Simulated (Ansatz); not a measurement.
C4H13GeN (SMILES C[N](C)[GeH]([CH3])[CH3]), singlet, geometry from GFN2-xTB; HF/pcseg-2 (Ansatz, a quantum-chemistry and plane-wave program).

The Ansatz input:
Ansatz 0.2 input:
```yaml
crystal:
  periodic: [false, false, false]
  atoms:
    - {symbol: Ge, position_ang: [0.55524545, 0.21445819, 0.27764546]}
    - {symbol: C, position_ang: [0.87275350, -1.37017804, 1.44755529]}
    - {symbol: C, position_ang: [1.81270500, 0.24182010, -1.24666116]}
    - {symbol: N, position_ang: [-1.15348274, 0.34523108, -0.40680655]}
    - {symbol: C, position_ang: [-2.23783856, 0.63746119, 0.50185469]}
    - {symbol: C, position_ang: [-1.56798143, -0.55726827, -1.45578051]}
    - {symbol: H, position_ang: [0.65976276, 1.48178035, 1.10313313]}
    - {symbol: H, position_ang: [0.75172288, -2.28741420, 0.87645469]}
    - {symbol: H, position_ang: [0.17153313, -1.38899992, 2.27707089]}
    - {symbol: H, position_ang: [1.87942429, -1.35177199, 1.85242765]}
    - {symbol: H, position_ang: [2.81313522, 0.48569140, -0.90089570]}
    - {symbol: H, position_ang: [1.51318370, 0.98698037, -1.97728557]}
    - {symbol: H, position_ang: [1.85729353, -0.72627778, -1.73845281]}
    - {symbol: H, position_ang: [-2.63583253, -0.26194189, 0.99219690]}
    - {symbol: H, position_ang: [-3.05701234, 1.11348316, -0.04516624]}
    - {symbol: H, position_ang: [-1.88493830, 1.32500150, 1.26938105]}
    - {symbol: H, position_ang: [-0.72944877, -0.74633982, -2.12356980]}
    - {symbol: H, position_ang: [-1.93334351, -1.51907915, -1.06906851]}
    - {symbol: H, position_ang: [-2.37678638, -0.10140181, -2.03504419]}
basis:
  gaussian:
    orbitals: pcseg-2
hamiltonian:
  xc: hf
```

The log (banner, timings and long lists left out):

```
Functional definition: HF
2314 factors; their error is unknown
mean field evaluation 1: about -62278.1836 eV, gradient 4.8e1 eV
mean field evaluation 2: about -62282.9907 eV, gradient 2.2e1 eV
mean field evaluation 4: about -62284.2064 eV, gradient 1.8e0 eV
mean field evaluation 8: about -62285.2711 eV, gradient 1.5e-1 eV
mean field -62285.27114109 eV, -2288.9414959619 hartree, gradient 1.5e-5 eV, S^2 0.000000; 0 other end points of the search recorded, 0 dependent functions left out
reference -62285.27114109 eV, -2288.9414959619 hartree; 38, 38 occupied and 337, 337 virtual orbitals, 2314 factors
Total energy: -62285.27114109 eV, -2288.9414959619 hartree
```
